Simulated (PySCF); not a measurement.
## Levels of Ti³⁺ from EOM-EA-GCCSD

Reference: closed-shell Ti⁴⁺, [Ar]; one electron is added. Calculated with PySCF 2.14, two-component X2C-1e with screened spin-orbit coupling, an uncontracted even-tempered set (21 s from 0.033 bohr⁻², ratio 2.6; 15 p from 0.043 bohr⁻², ratio 2.6; 7 d from 0.044 bohr⁻², ratio 2.8; 3 f from 3.5 bohr⁻², ratio 2.8); frozen [Ne]; the 66 highest virtual spinors dropped; of the others 50 kept and the rest restored at second order. No Breit or QED terms. Binding energies in eV.

| level | Koopmans | second order | EOM-CCSD |
| --- | --- | --- | --- |
| 3d3/2 | 41.331 | 42.495 | 42.363 |
| 3d5/2 | 41.287 | 42.443 | 42.312 |
| 4s1/2 | 32.476 | 33.273 | 33.241 |
| 4p1/2 | 26.750 | 27.332 | 27.316 |
| 4p3/2 | 26.650 | 27.226 | 27.210 |

Electric-dipole lines between these computed levels:

```
lower  upper  ΔE (eV)  vacuum wavelength (nm)
3d3/2  4p1/2   15.047                   82.40
3d3/2  4p3/2   15.153                   81.82
3d5/2  4p3/2   15.102                   82.10
4s1/2  4p1/2    5.925                   209.3
4s1/2  4p3/2    6.031                   205.6
```

For comparison, the ionisation energy of Ti³⁺ is 43.267 eV (measured; NIST Atomic Spectra Database, ionization energies).

The screened spin-orbit operator tends to give fine-structure splittings of light species too large.

The highest levels are limited by the diffuse functions of the basis.
